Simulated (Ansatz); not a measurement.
Relaxation of AlClFH3O (7 atoms, charge 0, multiplicity 1), to a largest force component of 0.03 eV/Å in at most 50 steps.

These are results of RHF/def2-SVP in Ansatz, not measurements.

```xyz
7
Properties=species:S:1:pos:R:3
Al -0.157 -0.322 -0.119
H -0.206 -0.245 1.442
O 1.258 -0.516 -0.982
H 2.186 -0.495 -0.842
Cl -1.970 -0.346 -1.168
F 0.059 2.255 1.158
H -0.102 1.592 1.765
```

Question: Where does it end, and by what steps?

Answer: The run converged. After 29 steps the energy has fallen by 0.419 eV; H7 moved furthest, 1.19 Å. Joined: Al1–F6 (2.88 → 2.08 Å).

| step | energy less start (eV) | largest force component (eV/Å) | accepted |
| --- | --- | --- | --- |
| 0 | 0.0000 | 0.486 | yes |
| 2 | -0.0396 | 0.844 | yes |
| 4 | -0.1345 | 1.691 | yes |
| 6 | -0.2544 | 1.071 | yes |
| 8 | -0.2987 | 0.094 | yes |
| 10 | -0.3040 | 0.176 | yes |
| 12 | -0.3066 | 0.219 | yes |
| 14 | -0.3161 | 0.224 | yes |
| 16 | -0.3164 | 0.165 | yes |
| 18 | -0.3015 | 1.550 | no |
| 20 | -0.3389 | 0.223 | yes |
| 22 | -0.3823 | 0.111 | yes |
| 24 | -0.4005 | 0.318 | yes |
| 26 | -0.4132 | 0.172 | yes |
| 28 | -0.4192 | 0.039 | yes |
| 29 | -0.4193 | 0.017 | yes |

```xyz
7
Properties=species:S:1:pos:R:3
Al -0.001 -0.259 0.209
H -0.022 -1.201 1.457
O 1.298 -0.154 -0.861
H 2.157 -0.535 -0.864
Cl -1.879 0.377 -0.617
F 0.114 1.603 1.117
H -0.598 2.093 0.812
```

Whether the end is a true minimum wasn't checked by a vibrational analysis.

Run time: 49 s on 1 thread of Arm Neoverse V1, with other jobs on the host, peak memory 0.13 GiB.
